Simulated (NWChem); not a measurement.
System: SiClF, singlet; SMILES F[Si]Cl

The following NWChem deck was run.

```
start job
memory heap 200 mb stack 900 mb global 1100 mb
geometry units angstroms noautosym nocenter noautoz
  Si     0.662467    -0.599868     0.000000
  F     -0.696492    -1.529652     0.000000
  Cl    -0.174854     1.337628     0.000000
end
basis spherical
  Si library 6-31+g*
  F library 6-31+g*
  Cl library 6-31+g*
end
dft
  xc xpbe96 cpbe96
  iterations 150
end
property
  response 1 0.0
end
task dft property
```

Low-valent species are run as closed-shell singlets; no triplet was tried in these runs. All runs use the structure optimised with PBE-D3(BJ)/def2-SVP.

Static field.

Task: Predict the main results of this run. (PBE/6-31+G* (spherical d).) Quantities: isotropic polarisability (bohr³); anisotropy (bohr³).

Result: 
```json
{
  "isotropic polarisability (bohr³)": "40.2",
  "anisotropy (bohr³)": "23.9"
}
```
